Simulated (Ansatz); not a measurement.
A CCSD(T) single point on C$_{2}$H$_{7}$BClN (`CB(Cl)CN`).

```yaml
crystal:
  periodic: [false, false, false]
  atoms:
    - {symbol: C, position_ang: [-1.444409, 0.682954, 1.004814]}
    - {symbol: B, position_ang: [-0.096401, 0.000279, 0.629233]}
    - {symbol: Cl, position_ang: [0.885281, -0.691259, 1.927285]}
    - {symbol: C, position_ang: [0.399468, -0.128974, -0.842690]}
    - {symbol: N, position_ang: [1.781380, -0.494001, -1.056589]}
    - {symbol: H, position_ang: [-1.220085, 1.646787, 1.479271]}
    - {symbol: H, position_ang: [-2.078497, 0.884803, 0.138721]}
    - {symbol: H, position_ang: [-2.010152, 0.109337, 1.742778]}
    - {symbol: H, position_ang: [0.176465, 0.821961, -1.346749]}
    - {symbol: H, position_ang: [-0.338796, -0.837400, -1.278196]}
    - {symbol: H, position_ang: [1.935923, -0.867508, -1.982315]}
    - {symbol: H, position_ang: [2.086922, -1.182080, -0.381462]}
basis:
  gaussian: {orbitals: def2-TZVPP}
correlation: {method: ccsd_t}
```

```sh
$ ansatz run in.yaml --threads 4 --pin off --events-out ev --progress --plain --max-ram 10444MiB
```

Log, shortened:

```
Functional definition: HF
1545 factors; integrals over basis functions are off by at most 9.6e-4 eV
mean field evaluation 1: about -16827.9789 eV, gradient 3.9e1 eV
mean field evaluation 2: about -16828.1774 eV, gradient 4.0e1 eV
mean field evaluation 4: about -16832.0112 eV, gradient 4.0e0 eV
mean field evaluation 8: about -16832.0702 eV, gradient 2.4e-1 eV
mean field -16832.07061703 eV, -618.5671859887 hartree, gradient 9.8e-6 eV, S^2 0.000000; 0 other end points of the search recorded, 0 dependent functions left out
9 core orbitals not correlated: weight in the atoms' cores, before any rotation towards them, 1.000 or more for the frozen orbitals, at most 0.000 for the correlated occupied ones
reference -16832.07061703 eV, -618.5671859887 hartree; 15, 15 occupied and 240, 240 virtual orbitals, 1545 factors
second order -23.23782827 eV of doubles, -0.00000000 eV of singles
cycle   1  -24.07139787 eV  change   -8.3e-1 eV  update   9.1e-2
cycle   2  -24.58878897 eV  change   -5.2e-1 eV  update   2.5e-2
cycle   3  -24.67767971 eV  change   -8.9e-2 eV  update   1.2e-2
cycle   4  -24.67060581 eV  change    7.1e-3 eV  update   3.2e-3
cycle   5  -24.66975299 eV  change    8.5e-4 eV  update   1.7e-3
cycle   6  -24.66994195 eV  change   -1.9e-4 eV  update   6.1e-4
cycle   7  -24.66976690 eV  change    1.8e-4 eV  update   2.9e-4
cycle   8  -24.66975170 eV  change    1.5e-5 eV  update   9.5e-5
cycle   9  -24.66978057 eV  change   -2.9e-5 eV  update   3.7e-5
perturbative correction -0.99665871 eV, -0.0366265320 hartree
Total energy: -16857.73705631 eV, -619.5104102348 hartree
```

Hardware: 4 threads of an Arm Neoverse V1 on a shared host. Wall time 3.4 min, peak host memory 6.6 GiB.

MP2 recovers 90.5 % of the CCSD(T) correlation energy and the triples give 3.9 %; T1 = 0.0103.
